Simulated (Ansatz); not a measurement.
Reaction (substitution at a C–Al bond): `F[C@H]1C[C@@H]1[AlH2]` + H–F → `F[C@H]1C[C@@H]1F` + `[AlH3]`

Gas-phase electronic energies from Ansatz, PBE0-D4/def2-TZVP geometries. CCSD(T)/CBS is the MP2 limit (def2-TZVPP, def2-QZVPP) plus CCSD(T) − MP2 in def2-TZVPP, frozen cores. This one scheme is used for every species. Functionals use def2-TZVPP. B3LYP here is the variant with VWN-RPA as its local correlation; programs differ in this.

```
             level  ΔE (kcal/mol)  difference from CCSD(T)/CBS
       LDA (SPW92)           21.0                         -4.3
         revPBE-D4           22.4                         -2.9
         r2SCAN-D4           21.9                         -3.4
          B3LYP-D4           20.9                         -4.4
          BHLYP-D4           20.7                         -4.6
           ωB97M-V           21.5                         -3.8
               PBE           20.9                         -4.4
              BLYP           18.5                         -6.8
CCSD(T)/def2-TZVPP           23.7                         -1.6
    MP2/def2-QZVPP           28.2                          2.9
       CCSD(T)/CBS           25.3                            0
```

Largest T1 diagnostic among the species: 0.011.

In def2-TZVPP, CCSD(T) changes the Hartree–Fock value by +7.2 kcal/mol (the triples alone add +0.8 kcal/mol) and MP2 by +10.8 kcal/mol. The D4 term adds +1.6 kcal/mol with B3LYP and +0.9 kcal/mol with PBE0; it sums over pairs of atoms, weighted by their polarisabilities, and B3LYP, whose exchange is more repulsive, gets the larger term.
